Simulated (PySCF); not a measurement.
**From computed data to an observable: chemical shift, span and skew from a shielding tensor**

B(H)(NCO)(OMe) (C2H4BNO2), SMILES COBN=C=O. Atoms are numbered in the order given.

```xyz
10

B     -0.5576     0.5577     0.0000
H     -1.7324     0.8457     0.0000
N     -0.1546    -0.8082     0.0000
C      0.0140    -1.9929     0.0000
O      0.1984    -3.1504     0.0000
O      0.3953     1.5064     0.0000
C      0.1066     2.8904     0.0000
H      0.5545     3.3539    -0.8930
H      0.5545     3.3539     0.8930
H     -0.9792     3.0827     0.0000
```
Charge 0, spin multiplicity 1.

Geometry optimised at B3LYP-D3(BJ)/def2-SVP. The structure was generated by enumeration, and PubChem lists no compound with its InChIKey, so it may never have been made. The values are those of a single conformer.

GIAO shieldings from PySCF with B3LYP/pcSseg-1, non-relativistic, no solvent. The symmetric part of the tensor of C4 has the principal values -48.3, -47.7, 258.3 ppm. The same nucleus in TMS has σ = 181.3 ppm at this level (PySCF, at its B3LYP-D3(BJ)/def2-TZVP geometry).

Problem. Work out the isotropic shielding, the ¹³C shift against TMS, the span and the skew.

Solution. 
σ(iso) = (σ11 + σ22 + σ33)/3 = 54.1 ppm. δ = σ(ref) − σ(iso) = 181.3 − (54.1) = 127.2 ppm.
Span Ω = σ33 − σ11 = 306.6 ppm. Skew κ = 3(σ(iso) − σ22)/Ω = 1.00, an axial tensor. Tumbling in solution averages the tensor to δ; in a static solid the shielding alone would spread this spin-1/2 line over Ω.
